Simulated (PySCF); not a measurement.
Compound: CH10B2NP.
SMILES with atom numbers: `[CH3:1][B@@H-:2]1[NH2+:3][BH2-:4][PH2+:5]1` (hydrogens: H6, H7, H8 on C1; H9 on B2; H10, H11 on N3; H12, H13 on B4; H14, H15 on P5)

Computed by this run: PBE0-D3(BJ)/def2-SVP geometry optimisation, gas phase in PySCF; density fitting, grid level 1; the optimiser is geomeTRIC in internal coordinates, started from a GFN2-xTB structure with every atom displaced at random (about 0.01 Å).

At the end of the run (lengths in Å): B4–P5 1.982, P5–H14 1.416, B2–P5 2.007, C1–H6 1.105, N3–B4 1.604, C1–B2 1.597, P5–H15 1.412, C1–B2–N3 114.9°, C1–B2–P5 118.7°, N3–B4–P5 90.5°, B2–N3–B4 101.1°, C1–B2–N3–B4 -133°, B2–N3–B4–P5 12°, N3–B4–P5–B2 -10°, H10–N3–B2–C1 -15°, H9–B2–N3–B4 94°.

**Question.** These geometries were met on the way; a selection of coordinates is given. Order them by energy above the end point, lowest first.
A. B4–P5 1.929, P5–H14 1.364, B2–P5 1.960, C1–H6 1.059, N3–B4 1.560, C1–B2 1.641, P5–H15 1.380, C1–B2–N3 110.7°, C1–B2–P5 114.8°, N3–B4–P5 92.1°, B2–N3–B4 100.3°, C1–B2–N3–B4 -123°, B2–N3–B4–P5 7°, N3–B4–P5–B2 -6°, H10–N3–B2–C1 -4°, H9–B2–N3–B4 107°
B. B4–P5 1.983, P5–H14 1.429, B2–P5 2.016, C1–H6 1.115, N3–B4 1.614, C1–B2 1.593, P5–H15 1.422, C1–B2–N3 113.3°, C1–B2–P5 114.9°, N3–B4–P5 90.8°, B2–N3–B4 101.8°, C1–B2–N3–B4 -119°, B2–N3–B4–P5 2°, N3–B4–P5–B2 -2°, H10–N3–B2–C1 2°, H9–B2–N3–B4 108°
C. B4–P5 1.982, P5–H14 1.414, B2–P5 2.008, C1–H6 1.104, N3–B4 1.604, C1–B2 1.600, P5–H15 1.412, C1–B2–N3 113.4°, C1–B2–P5 115.6°, N3–B4–P5 91.1°, B2–N3–B4 101.6°, C1–B2–N3–B4 -121°, B2–N3–B4–P5 3°, N3–B4–P5–B2 -2°, H10–N3–B2–C1 -1°, H9–B2–N3–B4 107°

**Answer.** C (0.006 eV), B (0.020 eV), A (0.209 eV).

```
step  E above end (eV)  rms distance from the end, all atoms (Å)  largest force (eV/Å)  rms shift of all bonds from the end (Å)
   5             0.006                                     0.183                 0.063                                    0.001
   1             0.020                                     0.199                 0.415                                    0.007
   0             0.209                                     0.142                 2.441                                    0.033
```

Rows stand in the order of the answer.
